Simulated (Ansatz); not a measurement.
C₃H₇FSi, SMILES `C=C[SiH](C)F`. The species carries charge 0 and has multiplicity 1.

Z-matrix (Å, degrees):
```
Si
C 1 1.851
F 1 1.607 2 109.2
C 1 1.855 2 112.7 3 -119.4
H 1 1.487 2 108.2 3 116.6
C 2 1.331 1 121.8 3 -118.3
H 2 1.089 1 120.0 3 63.2
H 4 1.093 1 110.9 2 177.9
H 4 1.093 1 111.0 2 57.7
H 4 1.093 1 110.4 2 -62.1
H 6 1.087 2 121.5 1 1.7
H 6 1.087 2 122.5 1 -178.3
```

Q: What are the harmonic wavenumbers in cm⁻¹ at PBE0-D4/def2-TZVP (Ansatz, finite differences of forces, unscaled)? (An estimate is asked.)

A: Ansatz gave: 76, 151, 186, 208, 240, 351, 531, 637, 724, 750, 771, 829, 895, 913, 1012, 1021, 1047, 1279, 1293, 1443, 1445, 1447, 1671, 2221, 3050, 3128, 3135, 3139, 3140, 3212.

Q: Is this a minimum?

A: Yes, all 30 modes are real.

Q: Give the ideal-gas thermochemistry at 298.15 K and 1 bar (rigid rotor, harmonic oscillator; point group C1, symmetry number 1).

A: Zero-point energy 238.9 kJ/mol; H(298) − E = 260.3 kJ/mol; entropy 345.6 J/(mol·K), of which translation 165.0, rotation 111.6, vibration 69.0; G(298) − E = 157.3 kJ/mol. Modes under 100 cm⁻¹ are hindered rotations or soft bends, so the harmonic entropy is rough.
